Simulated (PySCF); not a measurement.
BiF2, multiplicity 2. Atoms are numbered in the order given.

```xyz
3

Bi     0.0000     0.0000    -0.2408
F      0.0000    -1.5066     1.1103
F      0.0000     1.5066     1.1103
```
Charge 0, spin multiplicity 2.

Geometry: B3LYP-D3(BJ)/def2-TZVP. The spin state was assumed, not searched. The isomer is the one that the SMILES or the coordinates give; other isomers of the formula were not compared. The def2 effective core potentials stand for the cores of Bi; spin–orbit coupling is left out.

Level of theory: PySCF with B3LYP/def2-TZVPD.

Computed frontier levels, dipole moment and polarisability:
```
Property                                                                                                        Result
---------------------------------------------------------------------------------------------  -----------------------
α spin, highest occupied and lowest empty level                                                     -6.03 and -2.22 eV
β spin, highest occupied and lowest empty level                                                    -10.11 and -3.59 eV
dipole moment                                                                                                   4.37 D
quadrupole, principal values (traceless, Buckingham form, about the centre of nuclear charge)    -5.01, 0.75, 4.26 D·Å
mean static polarisability                                                                        43.5 bohr³ (6.44 Å³)
polarisability, principal values                                                                42.3, 43.5, 44.6 bohr³
⟨S²⟩                                                                                           0.752 (pure state 0.75)
```
